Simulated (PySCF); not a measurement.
Cd(Br)(Et) (C2H5BrCd), SMILES [Br][Cd][CH2]C.

The structure is a stationary point at B3LYP-D3(BJ)/def2-SVP. The structure was generated by enumeration; whether it is a known compound was not checked. The def2 effective core potentials stand for the cores of Cd; spin–orbit coupling is left out. One conformer was computed; it need not be the lowest.

The numbers are results of C-PCM-ωB97X/def2-SVP in PySCF 2.14.0, not measurements.

The values are the electrostatic part of the solvation free energy, E(continuum) − E(gas) at the gas-phase geometry, in a cavity of scaled van der Waals radii (PySCF's table); cavitation and dispersion terms are not included. A continuum can't describe solvent molecules that bind to the metal. In vacuum the orbital gap is 10.74 eV. The dipole moment in vacuum is 3.22 D.

Computed values in water (ε = 78.36), ethylethanoate (ε = 5.99), toluene (ε = 2.37):
| solvent | ε | ΔG(elec) (kcal/mol) | dipole (D) | gap (eV) |
|---|---|---|---|---|
| water | 78.36 | -11.2 | 4.03 | 10.85 |
| ethylethanoate | 5.99 | -9.1 | 3.89 | 10.83 |
| toluene | 2.37 | -6.0 | 3.67 | 10.81 |
